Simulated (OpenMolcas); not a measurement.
## Mn4+: ligand-field states by method

Mn4+ with 4 ligands (chloride) in tetrahedral coordination (Td) at 2.12 Å. Ligand basis ANO-RCC-VDZP.

```
Program             : OpenMolcas 26.06
Basis               : ANO-RCC-VDZP [5s4p2d1f]
Scalar Hamiltonian  : DKH2, point nucleus
Active space        : 3 electrons in 5 orbitals (3d)
State averaging     : 2S+1 = 4 even, 10 roots; 2S+1 = 2 even, 40 roots
Spin-orbit coupling : RASSI with atomic mean-field integrals over the reference wave functions
```

I. CASSCF
II. SS-CASPT2, IPEA 0.25 Eh, imaginary shift 0.1 Eh (closed shells correlated: 3s 3p and the ligand valence shells)
III. SS-CASPT2, IPEA 0.25 Eh, sigma2 regulariser 0.3 Eh (closed shells correlated: 3s 3p and the ligand valence shells)

Spin-free states (labels of Td) in cm-1, each column counted from its own energy of the first state listed:

| State | Degeneracy | I | II | III |
| --- | --- | --- | --- | --- |
| 4T1 | 3 | 0 | 0 | 0 |
| 4T2 | 3 | 9102 | 12260 | 12340 |
| 2E | 2 | 11042 | 1020 | 930 |
| 2S+1 = 2 | 3 | 15314 | 5710 | 5770 |
| 2S+1 = 2 | 3 | 17357 | 7490 | 7460 |
| 4A2 | 1 | 20537 | 29460 | 29600 |

From I to II, I's first state of the same spin (4T2) moves from 9102 to 12260 cm-1, by about +3200 cm-1.

From I to II, I's first state of another spin (2E) moves from 11042 to 1020 cm-1, by about -10000 cm-1.

χT at 300 K: I 1.55, II 1.44, III 1.43 cm3 K/mol.

Roots that are degenerate in the reference are averaged as groups; the widest CASPT2 spread within a group is 1100 cm-1 (the 3-fold group of multiplicity 4 near 19300 cm-1 above the lowest state of its run, III). Shifts and gaps below about the spread of the groups concerned are not significant. Over all roots computed the reference weight is 0.60 to 0.65 in II, 0.61 to 0.65 in III; a low but even weight reflects the number of correlated electrons. An orbital triplet at a regular site is open to Jahn-Teller coupling, which can distort the site and quench the lowest spin-orbit gaps and is left out. The least metal-like active orbital is 74 % on the metal (Löwdin) and no ligand orbital is active, so the numbers are rough. Ligand-to-metal charge-transfer states are missing. With no ligand orbital active B as a rule stays too high, so bands that hang on it stand too high and its fall with covalency is understated. Without dynamic correlation the repulsion within the d shell is too large (B by tens of per cent), so at a given field states of lower spin stand too high (holds for I). With metal d orbitals alone and no dynamic correlation the field as a rule comes out too small, by tens of per cent, by up to half for chloride and softer ligands (holds for I). This shell can be high or low spin here, a state of another spin lies low, and with metal d orbitals alone active their balance is uncertain, so the ground spin may be wrong (holds for II; III). With one d shell and no ligand orbital active, 10Dq can be off by a tenth or more (holds for II; III). The distance lies 1 % under the 2.15 Å that this model takes as the normal distance (a Shannon-type radius plus a fixed donor radius); by an R⁻⁵ law this alone changes a d-shell field by about +7 %. No measured value stands beside these numbers; the geometry is a model, was not optimised and need not be the one that this ion takes.

A state without a sure symmetry label is named by its multiplicity alone.
